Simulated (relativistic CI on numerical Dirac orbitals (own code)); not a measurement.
Ti²⁺ in a cubic cluster: 1s photoemission with charge transfer

Computed with a charge-transfer multiplet model of a cubic metal-ligand cluster with up to 2 ligand holes, Slater and spin-orbit integrals from Dirac-Coulomb-Breit ions, Slater integrals scaled by 0.7. The parameters are those of a tetrahedral site (10Dq negative, t2 hopping the larger). The ground state mixes d2 with configurations of k ligand holes L, whose averages lie at kΔ + k(k − 1)U_dd/2; a core hole lowers each added d electron by U_cd. 20 K, Lorentzian 1.1 eV and Gaussian 0.6 eV FWHM.

Atomic integrals in eV (Slater integrals scaled, ζ unscaled), ground: F2dd 5.756, F4dd 3.579, zeta_d 0.013; with the core hole: F2dd 7.112, F4dd 4.457, zeta_d 0.025, G2cd 0.029.

Cluster parameters (eV): U_dd = 5.2, U_cd = 6.3, 10Dq = -0.3, 10Dq(ligand) = 0, V(eg) = 0.68, V(t2g) = -1.15, final-state hopping factor = 1.

```
      Case   n_d    d2   d3L  d4L2     S
Δ = 2.4 eV  2.47  0.57  0.39  0.04  1.00
Δ = 3.4 eV  2.36  0.66  0.31  0.02  1.00
Δ = 5.4 eV  2.22  0.79  0.20  0.01  1.00
```

Weights, n_d and S are thermal averages at 20 K. Binding energies count from the first peak over 30 % of the highest in each spectrum, which can be another peak from case to case. The parameters are a model scan and need not match a compound or its usual spin state. Peaks in eV (height, largest 100):
- Δ = 2.4 eV: 0.0 (100), 7.0 (30), 10.9 (7)
- Δ = 3.4 eV: 0.0 (100), 2.4 (14), 6.7 (37)
- Δ = 5.4 eV: 0.0 (100), 2.9 (14), 5.8 (43)

Curve for Δ = 3.4 eV (points under 2 left out, the grid thinned):

(E (eV), Intensity): (-3.9, 2.6), (-3.5, 3.2), (-3.2, 3.8), (-2.8, 4.9), (-2.5, 6.1), (-2.1, 8.5), (-1.8, 11.4), (-1.4, 18.3), (-1.0, 32.9), (-0.7, 53.6), (-0.3, 90.0), (0.0, 100.0), (0.4, 72.7), (0.7, 46.4), (1.1, 25.6), (1.5, 16.7), (1.8, 14.1), (2.2, 13.6), (2.5, 13.6), (2.9, 12.0), (3.2, 10.1), (3.6, 8.3), (3.9, 7.7), (4.3, 7.9), (4.7, 9.8), (5.0, 12.7), (5.4, 19.2), (5.7, 24.2), (6.1, 29.3), (6.4, 33.9), (6.8, 37.0), (7.2, 30.8), (7.5, 23.3), (7.9, 15.7), (8.2, 12.3), (8.6, 9.3), (8.9, 7.8), (9.3, 6.6), (9.7, 5.8), (10.0, 5.2), (10.4, 4.5), (10.7, 4.0), (11.1, 3.4), (11.4, 2.8), (11.8, 2.0)

For the case Δ = 5.4 eV, Δ = 5.4 eV is larger than U_dd = 5.2 eV, the Mott-Hubbard side of the Zaanen-Sawatzky-Allen scheme. With the core hole the configuration with one ligand hole lies at Δ − U_cd = -3.9, -2.9, -0.9 eV from the one without, in the order of the table; where this is negative the screened configuration lies lower, though the effective hopping of about 2.9 eV (from the holes of the mixed ground state) mixes the two strongly wherever it is as large as the gap.
